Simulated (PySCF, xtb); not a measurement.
Te(Br)(NH2) (BrH₂NTe), SMILES N[Te]Br.

GFN2-xTB (xtb) at its own geometry gives an orbital gap of 3.16 eV and a dipole moment of 4.91 D.

Geometry: B3LYP-D3(BJ)/def2-SVP. The def2 effective core potentials stand for the cores of Te; spin–orbit coupling is left out. The values are those of a single conformer.

**Question.** What does PySCF with ωB97X/def2-TZVPD give? (The exact figures need the calculation; the answer reports its results.)

**Answer.** gap 8.09 eV (levels -8.65 and -0.57 eV), dipole 1.99 D.
